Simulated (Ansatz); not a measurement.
CuAg₂. Charge 0, multiplicity 4. Geometry PBE-D4/def2-TZVP; atoms count from 1.

```xyz
3

Ag   -0.0297   -1.4182   -0.8115
Ag    1.0742    1.1965   -0.2919
Cu   -1.0445    0.2217    1.1034
```

In the def2 sets Ag takes a core potential; there is no spin–orbit coupling. At PBE0-D4/def2-TZVP a doublet of charge 0 lies 2.14 eV below the quartet, each at its own geometry. The structure comes from a short search, and lower isomers may exist.

Estimate the Mulliken populations from the PBE0/def2-TZVP orbitals of Ansatz.


| atom | charge (e) | spin (α − β) | d electrons |
| --- | --- | --- | --- |
| Ag1 | -0.03 | 1.01 | 9.93 |
| Ag2 | -0.03 | 1.01 | 9.93 |
| Cu3 | 0.06 | 0.99 | 9.88 |
Mulliken values depend strongly on the basis.

Where does the spin sit?

Summed by element: Ag 2.01, Cu 0.99, of 3 unpaired in all. Largest on single atoms: Ag1 1.01, Ag2 1.01, Cu3 0.99.

And the Mayer bond orders between heavy atoms (over 0.3)?

Ag1–Ag2 0.32 (2.89 Å); Ag1–Cu3 0.30 (2.72 Å); Ag2–Cu3 0.30 (2.72 Å).
